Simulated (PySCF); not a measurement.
J couplings in ZnMe(CN)

Geometry:
| atom | x (Å) | y (Å) | z (Å) |
| --- | --- | --- | --- |
| Zn1 | 0.004 | 0.001 | -0.554 |
| C2 | -0.002 | -0.015 | 1.371 |
| H3 | 0.773 | 0.656 | 1.773 |
| H4 | 0.191 | -1.028 | 1.757 |
| H5 | -0.976 | 0.318 | 1.762 |
| C6 | 0.003 | 0.023 | -2.474 |
| N7 | 0.006 | 0.046 | -3.635 |

Method: PBE/pcJ-1 (pcSseg-1 on Zn)//PBE0-D3(BJ)/def2-SVP, PySCF; isolated molecule, single conformer, non-relativistic. Couplings are averaged over pairs made equivalent by symmetry, fast rotation or ring inversion, so a value needn't be that of the named pair in this geometry, while other rotamers aren't included; one pair stands for each set, and the list holds those of at least 1.5 Hz over up to four bonds.

Isotopes: ¹³C, ¹H, ¹⁵N.

```csv
pair,bonds,J (Hz)
"C2, H3",1,124.6
"C6, N7",1,?
"C2, C6",2,?
"H3, H4",2,-12.2
```

**Question.** Estimate the withheld couplings, with signs.

**Answer.** 
- ¹J(C6,N7) = -4.8 Hz (bond length 1.162 Å)
- ²J(C2,C6) = 20.1 Hz (angle at Zn1 180°)
